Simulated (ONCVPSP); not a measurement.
u(r) = r·R(r): atom against pseudo-atom (Mn (Z = 25))

Columns: radius, all-electron u(r) and pseudo u(r) of the 3s shell (level -103.42 eV) of manganese in the configuration [Ne] 3s2 3p6 3d5; PBEsol, scalar-relativistic, ONCV scheme, ONCVPSP 4.0.1.

| r (bohr) | all-electron | pseudo |
| --- | --- | --- |
| 0.093 | -0.1365 | 0.1279 |
| 0.185 | -0.6387 | 0.2730 |
| 0.278 | -0.3759 | 0.4221 |
| 0.370 | 0.1602 | 0.6017 |
| 0.463 | 0.6554 | 0.7819 |
| 0.555 | 0.9887 | 0.9545 |
| 0.648 | 1.1626 | 1.1335 |
| 0.740 | 1.2085 | 1.2068 |
| 0.833 | 1.1691 | 1.1689 |
| 0.925 | 1.0804 | 1.0802 |
| 1.018 | 0.9658 | 0.9657 |
| 1.110 | 0.8449 | 0.8448 |
| 1.203 | 0.7255 | 0.7253 |
| 1.295 | 0.6158 | 0.6157 |
| 1.388 | 0.5164 | 0.5163 |
| 1.480 | 0.4303 | 0.4303 |
| 1.573 | 0.3555 | 0.3554 |
| 1.665 | 0.2926 | 0.2925 |
| 1.758 | 0.2392 | 0.2391 |
| 1.850 | 0.1952 | 0.1951 |
| 1.943 | 0.1583 | 0.1583 |
| 2.035 | 0.1284 | 0.1283 |
| 2.128 | 0.1036 | 0.1035 |
| 2.220 | 0.0835 | 0.0835 |
| 2.313 | 0.0671 | 0.0671 |
| 2.405 | 0.0539 | 0.0539 |

Task: How many radial nodes do the two functions have?

Result: The all-electron 3s function has n − l − 1 = 2 (the table is too coarse to show those close to the nucleus); the pseudo-wave has 0, since the states of the same l below it are removed with the core.

Task: At about which radius was the pseudo-wave matched?

Result: 0.80 bohr, where the columns begin to agree (steps of 0.09 bohr).

Task: Where does each function peak?

Result: Outermost all-electron maximum near 0.74 bohr, pseudo maximum near 0.74 bohr (to the table’s step).

Task: Is the pseudo-wave norm-conserving?

Result: Yes: the ONCV scheme keeps the norm inside the radius equal to the all-electron one, which fixes the energy derivative of the logarithmic derivative at the level.
